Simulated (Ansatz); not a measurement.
`C=C([SeH])B[SiH3]` and `C=C(F)B[SiH3]` differ in one atom or group.

Ansatz, PBE0-D4/def2-TZVP geometries, multiplicity 1. Each molecule was computed in one conformer, which needn't be the lowest.

Scalar relativity is left out up to krypton.

| property | `C=C([SeH])B[SiH3]` |
| --- | --- |
| LUMO energy (ωB97M-V/def2-TZVPP) / eV | -0.70 |
| LUMO energy (PBE0/def2-TZVPP) / eV | -2.68 |
| HOMO energy (PBE0/def2-TZVPP) / eV | -6.59 |
| HOMO–LUMO gap (ωB97M-V/def2-TZVPP) / eV | 7.97 |
| size of the dipole moment (ωB97M-V/def2-TZVPP) / D | 1.18 |
| HOMO energy (ωB97M-V/def2-TZVPP) / eV | -8.68 |

Problem. Give the same properties after the change, and the shifts. (Best estimate.)

Solution. The calculation gave: 
| property | `C=C(F)B[SiH3]` | shift |
| --- | --- | --- |
| LUMO energy (ωB97M-V/def2-TZVPP) / eV | -0.77 | -0.07 |
| LUMO energy (PBE0/def2-TZVPP) / eV | -2.77 | -0.09 |
| HOMO energy (PBE0/def2-TZVPP) / eV | -8.28 | -1.69 |
| HOMO–LUMO gap (ωB97M-V/def2-TZVPP) / eV | 9.73 | 1.76 |
| size of the dipole moment (ωB97M-V/def2-TZVPP) / D | 2.07 | 0.89 |
| HOMO energy (ωB97M-V/def2-TZVPP) / eV | -10.50 | -1.82 |

With PBE0 the HOMO falls by 1.69 eV and the LUMO falls by 0.09 eV, so the gap widens by about 1.60 eV. PBE moves the HOMO by -1.54 eV and ωB97M-V by -1.82 eV. Dipoles are sizes alone; their direction can turn.

Spin–orbit coupling is left out; it splits and shifts lone-pair levels of the heavy atoms by tenths of an eV.
